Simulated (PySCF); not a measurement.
A geometry optimisation on `O[SiH2]C[Te][SiH3]`.

Computed with PBE0-D3(BJ)/def2-SVP geometry optimisation, gas phase, def2 core potentials past Kr (PySCF 2.14.0). Start geometry: GFN2-xTB. A driver script takes a list of jobs; this job's settings line and coordinates (Å) are shown.

Input:
```
{"job": {"xc": "PBE0", "basis": "def2-SVP", "d3": "d3bj", "grid": 1, "maxiter": 30, "shake": 0.01, "kind": "geom"}, "charge": 0, "multiplicity": 1}
O      2.562090    -0.676030     1.124260
Si     1.301550     0.355710     0.800280
C      0.857660    -0.009500    -0.999340
Te    -0.755520     1.196170    -1.685960
Si    -2.512430    -0.116330    -0.460210
H      2.960680    -0.662580     1.970650
H      0.185440     0.069550     1.687400
H      1.738280     1.759860     0.957430
H      0.629210    -1.047520    -1.121540
H      1.709130     0.223470    -1.633330
H     -2.246500    -1.546530    -0.521340
H     -3.781740     0.178050    -1.084910
H     -2.642030     0.258810     0.956310
```

Output:
```
step   0  E = -964.55969628  max force = 0.025942
step   1  E = -964.56490983  max force = 0.007136
step   2  E = -964.56513612  max force = 0.002123
step   3  E = -964.56518769  max force = 0.001464
step   4  E = -964.56521413  max force = 0.000933
step   5  E = -964.56523121  max force = 0.000443
step   6  E = -964.56524132  max force = 0.000509
step   7  E = -964.56525088  max force = 0.000685
step   8  E = -964.56525255  max force = 0.000459
step   9  E = -964.56525387  max force = 0.000310
optimisation converged
```

Energies in Eh; «max force» is the largest Cartesian gradient component in Eh/bohr.

Problem. Give the first gradient maximum in eV/Å.

Solution. With 1 Eh/bohr = 51.422 eV/Å, 1.334 eV/Å.

Problem. How much energy does the optimisation release, in kJ/mol?

Solution. E(step 0) − E(last step) = 0.005558 Eh, which is 14.6 kJ/mol.

Summary of the converged run: final energy -964.56525 Eh after 9 steps; dipole 1.31 D.

Problem. Give the final coordinates.

Solution. 0.153 Å rms from the input after alignment:
```
atom  x, y, z in Å
O1     2.6089   -0.5938    1.0688
Si2    1.3302    0.3848    0.6315
C3     0.9044   -0.0055   -1.1424
Te4   -0.7872    1.2180   -1.7664
Si5   -2.4536    0.0365   -0.3165
H6     2.9451   -0.5093    1.9655
H7     0.1330    0.1140    1.4912
H8     1.6806    1.8332    0.7520
H9     0.6468   -1.0608   -1.3111
H10    1.7218    0.2632   -1.8287
H11   -2.0488   -1.3989   -0.2286
H12   -3.7757    0.1606   -0.9997
H13   -2.5704    0.6036    1.0590
```

The run took 69 s on an Arm Neoverse V2 with one thread, shared host with 32 logical CPUs at a one-minute load of 9.7, and the process peaked at 0.51 GiB of memory.
Labels such as C1 count atoms from 1, the log's own numbers from 0.
